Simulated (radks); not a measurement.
Values are calculated unless marked as measured or tabulated.
Initial-state core-level shifts of the bismuth ion Bi3+ when its valence configuration changes from [Hg]. Level of theory: scalar-relativistic Kohn-Sham, PBE, spin-polarised, spherical densities, point nucleus; open shells are filled with parallel spins first (spin-orbit coupling, left out, can overturn this in heavy ions) (a radial shooting solver on a logarithmic mesh with Libxc functionals). Shifts are changes of the shell-averaged eigenvalues in eV (positive: less bound).

valence                          3s       3d       4s       4d
[Xe] 4f13 5d10 6s2 6p1      -25.928  -25.753  -22.498  -21.113
[Xe] 4f14 5d9 6s2 6p1        -6.983   -7.013   -6.862   -6.845
[Xe] 4f14 5d10 6s1.5 6p0.5   -0.885   -0.884   -0.888   -0.885
[Xe] 4f14 5d9.5 6s2 6p0.5    -3.492   -3.506   -3.434   -3.426
[Xe] 4f13 5d8 6s2 6p3       -40.251  -40.152  -36.476  -35.039
[Xe] 4f14 5d10 6s1 6p1       -1.723   -1.719   -1.729   -1.725
[Xe] 4f13 5d10 6s1 6p2      -27.533  -27.355  -24.109  -22.719
[Xe] 4f13 5d8 6s1 6p4       -41.934  -41.833  -38.157  -36.714
[Xe] 4f14 5d10 6p2           -3.478   -3.472   -3.489   -3.479
